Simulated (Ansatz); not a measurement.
Reaction (SMILES): N[SiH-]N[SiH3] → [NH-][SiH2][SiH2]N
Structures are relaxed separately at B3LYP-D3(BJ)/def2-TZVP in Ansatz (a program for electronic structure), one conformer each, not searched for the lowest. Frequencies are from Ansatz.

Quantity: isomerisation energy (0 K, with B3LYP-D3(BJ) harmonic zero-point energies), in kJ/mol. Valence correlation only, unless marked. No spin-orbit coupling. No relativistic terms. Anions need diffuse functions: aug- sets have them; def2-D sets add few; the other sets have none. CBS marks a two-point X^-3 extrapolation of the correlation energy; Hartree-Fock from the larger set.

| level | program | isomerisation energy (kJ/mol) |
|---|---|---|
| HF/cc-pV(T+d)Z | Ansatz | 62.3 |
| HF/cc-pwCVTZ | Ansatz | 62.4 |
| PBE/def2-TZVPD | Ansatz | 30.3 |
| B2GP-PLYP-D4/def2-TZVPD | Ansatz + dftd4 | 44.0 |
| MP2/cc-pV(T+d)Z | Ansatz | 41.6 |
| SCS-MP2/cc-pV(Q+d)Z | Ansatz | 43.5 |

Problem. Predict the CCSD(T)/CBS(aug-cc-pV(T+d)Z,aug-cc-pV(Q+d)Z) result (Ansatz).

Solution. 42.1 kJ/mol
